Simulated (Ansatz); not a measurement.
Basis-set extrapolation for CH6BFOSi, SMILES `OB([SiH3])CF` (PBE0-D4/def2-TZVP geometry, frozen core, Ansatz). Multiplicity 1, RHF reference.

|  | def2-TZVPP | def2-QZVPP |
| --- | --- | --- |
| HF | -529.424963 | -529.444761 |
| MP2 correlation | -0.881145 | -0.951782 |
| CCSD(T) correlation | -0.957644 | not run |

Energies in hartree. Use E(X) = E(∞) + A·exp(−7.88·√X) for Hartree–Fock and E(X) = E(∞) + B·X^(−2.97) for correlation, with X = 3 and 4, and add CCSD(T) minus MP2 of the smaller set to the MP2 limit.

Q: What is the CCSD(T) energy at the basis-set limit?

A: HF limit: -529.444761 + (-0.019798) × 0.13774 = -529.44749. MP2 limit: -0.951782 + (-0.070637) × 0.74074 = -1.00411. Higher-order term: -0.957644 − (-0.881145) = -0.07650. Total: -530.52810 hartree, 91.3 kcal/mol below CCSD(T)/def2-TZVPP.
